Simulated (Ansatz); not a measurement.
Species: sum formula HB2O2 (charge +1, singlet). It need not be the lowest isomer of its formula. 
Structure (B3LYP-D3(BJ)/def2-TZVP (Ansatz, a quantum-chemistry and plane-wave program) minimum search):
```xyz
5

O      0.0000     0.0000    -1.9166
B      0.0000     0.0000    -0.7007
B      0.0000     0.0000     0.9380
O      0.0000     0.0000     2.1292
H      0.0000     0.0000    -2.8868
```
Charge +1, spin multiplicity 1.

Basis-set convergence of Hartree-Fock and CCSD(T) correlation energies (hartree) with Ansatz. Cores are frozen in the correlated levels unless marked. Spin-orbit coupling is left out. No relativistic terms.

```json
[
 {"basis": "cc-pVDZ", "functions": "-", "E(HF)": "-199.45796", "E(corr, CCSD(T))": "-0.53640"},
 {"basis": "cc-pVTZ", "functions": "134", "E(HF)": "-199.51782", "E(corr, CCSD(T))": "-0.65865"},
 {"basis": "cc-pVQZ", "functions": "250", "E(HF)": "-199.53250", "E(corr, CCSD(T))": "-0.70162"}
]
```

Extrapolating the two largest sets (X = 3 and 4) as X^-3: E(corr) = (64·(-0.70162) - 27·(-0.65865))/37 = -0.7330 Eh, an estimate of the basis-set limit. The largest set recovers 95.7 % of it, the smallest 73.2 %.
